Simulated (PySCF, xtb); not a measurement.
C3H7NSi, SMILES C=C=CN[SiH3].

GFN2-xTB in xtb at its own geometry gives an orbital gap of 4.00 eV and a dipole moment of 0.89 D.

The structure is a stationary point at ωB97X-D3(BJ)/def2-SVP. The structure was generated by enumeration, and PubChem lists no compound with its InChIKey, so it may never have been made. One conformer was computed; it need not be the lowest.

Task: What does HF/def2-TZVP (PySCF) give? (An estimate is asked for; the answer gives what the named calculation found.)

Result: gap 11.54 eV (levels -8.56 and 2.98 eV), dipole 1.23 D.
